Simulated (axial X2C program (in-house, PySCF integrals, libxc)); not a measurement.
**Outer orbitals of TaBr⁻ at 2.580 Å, PBE0**

Calculated with an in-house all-electron X2C program for linear molecules (integrals from PySCF). Spin-free means the one-electron spin-free X2C Hamiltonian; two-component (2c) means X2C with spin–orbit coupling and atomic mean-field two-electron Coulomb and Gaunt terms, so the difference of the two also holds small scalar two-electron terms. Basis: Ta dyall-acv3z [14s15p10d7f4g], Br dyall-acv3z [9s10p7d5f1g] (cores contracted in-house); Gaussian nuclei, density fitting, unrestricted open shells. Masses: Ta 180.948 u, Br 78.918 u.

The distance is close to the 2c PBE0 minimum; the highest filled and lowest empty levels are listed.

Spin-free orbitals, state M_S = 3/2, Λ = 2 (beyond evenly filled blocks: π+α, π-α, δ+α) (Löwdin shares):

```csv
symmetry,occupied,ε (eV),atomic character
φ-α,yes,-23.35,100% Ta f
δ+α,yes,-23.34,100% Ta f
δ-α,yes,-23.30,100% Ta f
π+α,yes,-23.27,100% Ta f
π-α,yes,-23.26,100% Ta f
σα,yes,-23.25,100% Ta f
φ-β,yes,-23.20,100% Ta f
φ+β,yes,-23.20,100% Ta f
σβ,yes,-23.09,100% Ta f
π+β,yes,-23.04,100% Ta f
π-β,yes,-23.04,100% Ta f
δ-β,yes,-23.00,100% Ta f
δ+β,yes,-23.00,100% Ta f
σα,yes,-16.61,"78% Br s, 7% Ta d, 6% Ta p"
σβ,yes,-16.59,"78% Br s, 7% Ta d, 6% Ta p"
σα,yes,-4.82,"78% Br p, 10% Ta s, 7% Ta d"
σβ,yes,-4.60,"82% Br p, 7% Ta d, 6% Ta s"
π+α,yes,-3.82,"77% Br p, 13% Ta d, 4% Ta f"
π-α,yes,-3.81,"78% Br p, 13% Ta d, 4% Ta f"
π+β,yes,-3.61,"82% Br p, 7% Ta d, 5% Ta f"
π-β,yes,-3.61,"82% Br p, 7% Ta d, 5% Ta f"
σα,yes,-1.12,"63% Ta s, 14% Ta d, 9% Ta p"
δ+α,yes,-0.30,99% Ta d
π+α,yes,-0.18,"81% Ta d, 7% Br p, 6% Ta p"
π-α,yes,-0.08,"82% Ta d, 7% Br p, 6% Ta p"
σβ,yes,-0.04,"68% Ta s, 11% Ta d, 7% Ta p"
σβ,no,1.90,97% Ta p
π+β,no,1.92,99% Ta p
π-β,no,1.92,99% Ta p
σα,no,1.94,"96% Ta p, 2% Ta s"
```

Spinors with spin–orbit coupling (state Ω = 1/2):

```json
{"ω": "-7/2", "occupied": "yes", "ε (eV)": "-22.49", "atomic character": "100% Ta f", "λ mixture": "100% φ"}
{"ω": "-5/2", "occupied": "yes", "ε (eV)": "-22.43", "atomic character": "100% Ta f", "λ mixture": "84% δ, 16% φ"}
{"ω": "7/2", "occupied": "yes", "ε (eV)": "-22.34", "atomic character": "100% Ta f", "λ mixture": "100% φ"}
{"ω": "-3/2", "occupied": "yes", "ε (eV)": "-22.34", "atomic character": "100% Ta f", "λ mixture": "65% π, 35% δ"}
{"ω": "1/2", "occupied": "yes", "ε (eV)": "-22.32", "atomic character": "100% Ta f", "λ mixture": "62% σ, 38% π"}
{"ω": "-1/2", "occupied": "yes", "ε (eV)": "-22.32", "atomic character": "100% Ta f", "λ mixture": "52% σ, 48% π"}
{"ω": "3/2", "occupied": "yes", "ε (eV)": "-22.28", "atomic character": "100% Ta f", "λ mixture": "77% π, 23% δ"}
{"ω": "5/2", "occupied": "yes", "ε (eV)": "-22.21", "atomic character": "100% Ta f", "λ mixture": "90% δ, 10% φ"}
{"ω": "-1/2", "occupied": "yes", "ε (eV)": "-16.64", "atomic character": "78% Br s, 7% Ta d, 6% Ta p", "λ mixture": "100% σ"}
{"ω": "1/2", "occupied": "yes", "ε (eV)": "-16.62", "atomic character": "78% Br s, 7% Ta d, 6% Ta p", "λ mixture": "100% σ"}
{"ω": "-1/2", "occupied": "yes", "ε (eV)": "-4.86", "atomic character": "78% Br p, 9% Ta s, 7% Ta d", "λ mixture": "97% σ, 3% π"}
{"ω": "1/2", "occupied": "yes", "ε (eV)": "-4.67", "atomic character": "82% Br p, 7% Ta d, 6% Ta s", "λ mixture": "95% σ, 5% π"}
{"ω": "1/2", "occupied": "yes", "ε (eV)": "-3.95", "atomic character": "77% Br p, 13% Ta d, 4% Ta f", "λ mixture": "95% π, 5% σ"}
{"ω": "-1/2", "occupied": "yes", "ε (eV)": "-3.76", "atomic character": "82% Br p, 7% Ta d, 4% Ta f", "λ mixture": "97% π, 3% σ"}
{"ω": "-3/2", "occupied": "yes", "ε (eV)": "-3.68", "atomic character": "77% Br p, 13% Ta d, 4% Ta f", "λ mixture": "100% π"}
{"ω": "3/2", "occupied": "yes", "ε (eV)": "-3.48", "atomic character": "82% Br p, 7% Ta d, 5% Ta f", "λ mixture": "100% π"}
{"ω": "-1/2", "occupied": "yes", "ε (eV)": "-1.09", "atomic character": "63% Ta s, 14% Ta d, 9% Ta p", "λ mixture": "100% σ"}
{"ω": "3/2", "occupied": "yes", "ε (eV)": "-0.48", "atomic character": "99% Ta d", "λ mixture": "99% δ, 1% π"}
{"ω": "1/2", "occupied": "yes", "ε (eV)": "-0.33", "atomic character": "74% Ta d, 9% Ta s, 7% Br p", "λ mixture": "83% π, 17% σ"}
{"ω": "1/2", "occupied": "yes", "ε (eV)": "0.00", "atomic character": "59% Ta s, 18% Ta d, 10% Ta p", "λ mixture": "85% σ, 15% π"}
{"ω": "-3/2", "occupied": "yes", "ε (eV)": "0.06", "atomic character": "82% Ta d, 7% Br p, 6% Ta p", "λ mixture": "97% π, 3% δ"}
{"ω": "1/2", "occupied": "no", "ε (eV)": "1.90", "atomic character": "97% Ta p", "λ mixture": "100% σ"}
{"ω": "-1/2", "occupied": "no", "ε (eV)": "1.91", "atomic character": "99% Ta p", "λ mixture": "100% π"}
{"ω": "3/2", "occupied": "no", "ε (eV)": "1.92", "atomic character": "99% Ta p", "λ mixture": "100% π"}
{"ω": "-1/2", "occupied": "no", "ε (eV)": "1.94", "atomic character": "96% Ta p", "λ mixture": "100% σ"}
```

The highest filled level is positive, so this functional does not bind it, and the empty levels of an anion are set by the basis.

Q: How does the gap between the highest filled and lowest empty level change from the spin-free to the 2c table?

A: From 1.94 to 1.84 eV at PBE0, a change of -0.10 eV.

Mulliken charges and populations of the two-component result (they depend on the basis, above all on diffuse functions):

Ta -0.55 e (s 11.84 p 24.33 d 23.34 f 14.04 g 0.01), Br -0.45 e (s 7.95 p 17.47 d 10.03 f 0.01). ⟨Lz⟩ = 1.94 ħ and ⟨Sz⟩ = -1.44 ħ (-1.45 and 0.01 on the two atoms), which add up to Ω.

Occupations by symmetry block were frozen at the best pattern of an incomplete PBE0 search. Density functionals use the spin component along the axis (collinear). Other states lie close and PBE0, whose exact exchange favours high spin, may order them wrongly; the determinant shown need not be the ground state. The nearest other spin-free determinant of the search, M_S = 3/2, Λ = 1, lies 0.005 eV up at the distance of the search. The functionals have no current-density term, which raises determinants with orbital currents, atoms included. With several unpaired electrons one determinant need not be a pure state. The highest occupied level of some functionals is positive through self-interaction error; at Hartree–Fock it is bound.
